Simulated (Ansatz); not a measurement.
Bond stretch in SiH, doublet.

Levels of theory: UKS-PBE = unrestricted PBE/cc-pVDZ (Ansatz, an electronic-structure program); UKS-PBE0 = unrestricted PBE0/cc-pVDZ (Ansatz); FCI = full CI/cc-pVDZ, frozen core in Ansatz.

Energies relative to the lowest point of each curve near equilibrium, in kJ/mol; the last columns give the error against full CI:

```
R / Å  UKS-PBE  UKS-PBE0    FCI  UKS-PBE − FCI  UKS-PBE0 − FCI
-----  -------  --------  -----  -------------  --------------
1.15     209.6     203.6  199.4           10.2             4.2
1.23     119.0     113.5  110.0            9.0             3.6
1.28      79.2      74.3   71.3            7.9             3.0
1.38      28.3      24.8   23.1            5.2             1.7
1.46       7.9       5.8    5.1            2.8             0.7
1.48       5.0       3.3    2.8            2.2             0.5
1.53       0.7       0.0    0.0            0.7             0.0
1.57       0.0       0.1    0.5           -0.5            -0.4
1.63       2.6       4.0    4.8           -2.2            -0.8
1.69       8.7      11.4   12.5           -3.7            -1.1
1.79      24.4      29.3   30.4           -6.0            -1.1
1.93      53.4      61.5   61.6           -8.2            -0.2
2.11      95.9     108.1  104.8           -9.0             3.2
2.31     143.6     160.2  150.1           -6.6            10.0
2.51     187.8     205.9  188.6           -0.8            17.3
2.73     227.8     240.4  221.2            6.6            19.2
3.05     263.1     268.1  251.4           11.8            16.8
3.43     282.6     282.5  268.0           14.6            14.4
3.81     290.0     287.8  274.4           15.6            13.5
4.13     292.4     289.7  276.5           15.9            13.2
4.63     293.8     290.8  277.7           16.1            13.1
5.37     294.3     291.2  278.1           16.2            13.0
6.08     294.4     291.2  278.2           16.2            13.0
```

UKS-PBE is furthest from FCI at 6.08 (16.2 kJ/mol, above); its mean absolute error over the points is 8.2 kJ/mol.

UKS-PBE0 is furthest from FCI at 2.73 (19.2 kJ/mol, above); its mean absolute error over the points is 7.1 kJ/mol.

The unrestricted determinant behind UKS-PBE is spin-contaminated at 2.73 to 6.08 Å (<S²> up to 1.8, against 0.75 for a pure doublet). The unrestricted determinant behind UKS-PBE0 is spin-contaminated at 2.51 to 6.08 Å (<S²> up to 1.8, against 0.75 for a pure doublet).
